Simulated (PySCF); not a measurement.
**Electron correlation in Mn (manganese, neutral)**

[Ar] 3d5 4s1 4p1, high-spin 8P determinant (an excited configuration). All numbers are calculated (PySCF 2.14, scalar relativity by spin-free X2C-1e, in x2c-TZVPPall with one added diffuse shell each of s, p, d, f type (7s6p5d3f1g, 80 functions)). Frozen: [Ne]; 15 electrons correlated.

```tsv
level	correlation energy (mhartree)
CCSD	-418.22
(T)	-8.90
CCSD(T)	-427.12
```

Diagnostics: T1 = 0.012, D1 = 0.0429, largest double amplitude 0.027.

Cost of the coupled-cluster step: of the order of 50 core-seconds, for 15 correlated electrons.

This basis was not built for core-valence correlation, so the inner-shell part is incomplete.
